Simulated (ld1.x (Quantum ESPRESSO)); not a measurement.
# u(r) = r·R(r): atom against pseudo-atom (S (Z = 16))

Columns: radius, all-electron u(r) and pseudo u(r) of the 3s shell (level -17.23 eV) of sulfur in the configuration [Ne] 3s2 3p4; revPBE, scalar-relativistic, TM scheme, ld1.x (Quantum ESPRESSO) 7.5.

| r (bohr) | all-electron | pseudo |
| --- | --- | --- |
| 0.075 | 0.1816 | 0.0269 |
| 0.150 | -0.0795 | 0.0548 |
| 0.225 | -0.3037 | 0.0846 |
| 0.300 | -0.3999 | 0.1174 |
| 0.375 | -0.3828 | 0.1542 |
| 0.450 | -0.2894 | 0.1961 |
| 0.525 | -0.1535 | 0.2440 |
| 0.600 | -0.0001 | 0.2985 |
| 0.675 | 0.1538 | 0.3597 |
| 0.750 | 0.2978 | 0.4269 |
| 0.825 | 0.4261 | 0.4982 |
| 0.900 | 0.5362 | 0.5706 |
| 0.975 | 0.6278 | 0.6405 |
| 1.050 | 0.7013 | 0.7038 |
| 1.125 | 0.7577 | 0.7568 |
| 1.200 | 0.7982 | 0.7971 |
| 1.275 | 0.8247 | 0.8242 |
| 1.350 | 0.8387 | 0.8386 |
| 1.425 | 0.8422 | 0.8422 |
| 1.500 | 0.8368 | 0.8368 |
| 1.575 | 0.8242 | 0.8242 |
| 1.650 | 0.8057 | 0.8057 |
| 1.725 | 0.7826 | 0.7826 |
| 1.800 | 0.7561 | 0.7561 |
| 1.875 | 0.7269 | 0.7269 |
| 1.950 | 0.6960 | 0.6960 |

Problem. How many radial nodes do the two functions have?

Solution. The all-electron 3s function has n − l − 1 = 2; the pseudo-wave has 0, since the states of the same l below it are removed with the core.

Problem. At about which radius was the pseudo-wave matched?

Solution. 1.50 bohr. The columns agree to 0.0005 from 1.27 bohr on; several derivatives are matched, so the curves merge somewhat inside the radius.

Problem. Is the pseudo-wave norm-conserving?

Solution. Yes: the TM scheme keeps the norm inside the radius equal to the all-electron one, which fixes the energy derivative of the logarithmic derivative at the level.
